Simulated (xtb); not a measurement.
SiBr₂, SMILES Br[Si]Br (connectivity only; charge and spin as stated), neutral, multiplicity 1. All values are semi-empirical tight-binding results from xtb (GFN2-xTB unless named), good for trends rather than for accurate numbers. The structure is a stationary point at GFN2-xTB. The isomer is the one that the SMILES or the coordinates give; other isomers of the formula were not compared.

Optimised geometry:

```xyz
3

Si     0.0000     0.0000     1.2076
Br     0.0000     1.7344    -0.2415
Br     0.0000    -1.7344    -0.2415
```

```json
{
  "point_group_as_xtb_finds_it": "C2v",
  "orbital_gap": "2.45 eV",
  "zero_point_energy": "1.2 kcal/mol",
  "G − E(el) at 298.15 K (modified RRHO)": "-17.5 kcal/mol",
  "static polarisability (D4 model)": "73.3 bohr³",
  "solvation energy, GFN2-xTB/ALPB(water)": "0.4 kcal/mol",
  "solvation energy, GFN2-xTB/ALPB(acetonitrile)": "-3.0 kcal/mol"
}
```

Computed atomic charges and the Wiberg bond orders between heavy atoms:
charges (e) Si1 0.49, Br2 -0.24, Br3 -0.24. Bond orders Si1–Br2 1.30, Si1–Br3 1.30.
